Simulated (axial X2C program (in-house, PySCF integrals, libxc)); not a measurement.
# Spin–orbit effects down a group: molecules with F (ions), CCSD(T)

All values come from calculations with an in-house relativistic program for diatomic molecules, spin-free (one-electron X2C) or two-component (2c: spin–orbit coupling with atomic mean-field Coulomb and Gaunt terms, which also bring small scalar terms), in Dyall basis sets with cores contracted in-house; open shells are unrestricted.

Basis sets: C dyall-v3z, F dyall-av3z, Ge dyall-cv3z, Sn dyall-cv3z. Frozen shells (counts by l): CF⁺ F 1s, C 1s, 10 electrons correlated; GeF⁺ Ge 3s2p1d, F 1s, 10 electrons correlated; SnF⁺ Sn 4s3p2d, F 1s, 10 electrons correlated. Coupled cluster in natural virtuals with an MP2 remainder. Where the outer core of a metal is frozen, bonds come out longer and ionisation energies lower.

```
molecule  spin-free state  Re (Å)  ωe (cm⁻¹)  De (eV)  2c state  Re 2c (Å)  ωe 2c (cm⁻¹)  De 2c (eV)
     CF⁺   M_S = 0, Λ = 0   1.162     1773.4     7.70     Ω = 0      1.162        1774.3        7.68
    GeF⁺   M_S = 0, Λ = 0   1.677      805.0     5.69     Ω = 0      1.677         804.7        5.55
    SnF⁺   M_S = 0, Λ = 0   1.884      688.4     5.15     Ω = 0      1.885         688.0        4.83
```

Work out the shifts from the spin-free to the two-component result.



```
molecule  2c state  ΔRe (Å)  Δωe (cm⁻¹)  ΔDe (eV)
     CF⁺     Ω = 0    0.000       noise     -0.02
    GeF⁺     Ω = 0    0.000        -0.3     -0.14
    SnF⁺     Ω = 0    0.001        -0.4     -0.32
```

Shifts of one unit in the last digit are rounding. Where the truncated virtual spaces of the two runs make Δωe unreliable it is marked noise.

Fragments in 2c: F + C+, Ge+ + F, Sn+ + F. Each entry is the lowest single determinant of a limited PBE0 search at one distance. De goes to single-determinant-based atoms at the same level (for ions the charge split of lowest energy) and is withheld (n/a) where an atom does not fit its ground term or J level. Main or longest-lived isotopes.
